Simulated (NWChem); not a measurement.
Species: Si2NH7O; SMILES [SiH2](N)O[SiH3]

```xyz
11

Si     0.1803     1.9454    -0.1000
O     -0.3260     0.4458     0.3558
Si    -0.5298    -1.1739     0.0593
N      0.8798    -2.1598     0.1566
H      0.0597     2.1313    -1.5735
H     -0.6511     2.9704     0.5814
H      1.6039     2.1558     0.2812
H     -1.4757    -1.6570     1.0902
H     -1.0521    -1.3341    -1.3214
H      1.3256    -2.3405     1.0482
H      1.5573    -2.1696    -0.5963
```
Atoms are numbered in this order, from 1.

All runs: NWChem. Pople sets run with spherical d functions. Coordinates come from a B3LYP/6-31G* (spherical d) optimisation. Level: B3LYP/6-31G* with SMD (1 M gas to 1 M solution), gas-phase geometry. Reactions with the solvent are ignored.

For solvent toluene:

```
Quantity                                     Result
-------------------------------------------  ------
solvation free energy (kcal/mol)               -2.1
cavity-dispersion-structure term (kcal/mol)     0.2
dipole in solution (D)                         1.82
```

**Question.** Estimate the same quantities for solvent water.

**Answer.** solvation free energy (kcal/mol): -0.3
cavity-dispersion-structure term (kcal/mol): 4.0
dipole in solution (D): 2.04
